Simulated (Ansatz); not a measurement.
Consider the cleavage of the Si–Si bond: `C=C[SiH](O)[SiH](O)O` + `O[SiH2]O` → `O[SiH2]O[SiH](O)O` + `C=C[SiH2]O`.

Computed with Ansatz on PBE0-D4/def2-TZVP structures; ΔE is electronic, products minus reactants. CCSD(T)/CBS adds triple-zeta CCSD(T) − MP2 to the extrapolated MP2 energy (def2 sets, frozen cores). Functionals use def2-TZVPP. B3LYP here is the variant with VWN-RPA as its local correlation; programs differ in this. Each species was taken in one conformer, which may not be the lowest.

| level | ΔE (kJ/mol) | difference from CCSD(T)/CBS |
| --- | --- | --- |
| PBE0-D4 | -139.4 | 17.5 |
| ωB97X-V | -151.7 | 5.2 |
| PBE | -128.1 | 28.8 |
| B3LYP | -154.7 | 2.2 |
| HF/def2-TZVPP | -185.9 | -29.0 |
| MP2/def2-TZVPP | -161.7 | -4.8 |
| HF/def2-QZVPP | -188.9 | -32.0 |
| SCS-MP2/def2-QZVPP | -165.4 | -8.5 |
| HF/CBS(def2) | -189.3 | -32.4 |
| MP2/CBS(def2) | -161.2 | -4.3 |
| CCSD(T)/CBS | -156.9 | 0 |

Largest T1 diagnostic among the species: 0.012.

From PBE to PBE0 (25 % exact exchange), in def2-TZVPP and without D4, ΔE moves by −13.0 kJ/mol. In def2-TZVPP, CCSD(T) changes the Hartree–Fock value by +28.5 kJ/mol (the triples alone add +4.5 kJ/mol) and MP2 by +24.2 kJ/mol.
